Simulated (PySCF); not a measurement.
MnBr₂, SMILES [Br][Mn][Br] (connectivity only; charge and spin as stated), neutral, multiplicity 6.

The structure is a stationary point at PBE0-D3(BJ)/def2-SVP. The multiplicity is an assumed one; other spin states were not compared.

Calculation: PBE0-D3(BJ)/def2-SVP (PySCF).

Frequencies are harmonic and unscaled.

Modes within 1.5 cm⁻¹ of each other (mostly degenerate sets) share a row, with their intensities summed.

| mode | ν (cm⁻¹) | IR (km/mol) | moving atoms (share of kinetic energy) |
|---|---|---|---|
| 1–2 | 59 | 32.2 | Mn 74 %, Br 26 % |
| 3 | 205 | 0.0 | Br 100 % |
| 4 | 395 | 112.0 | Mn 74 %, Br 26 % |
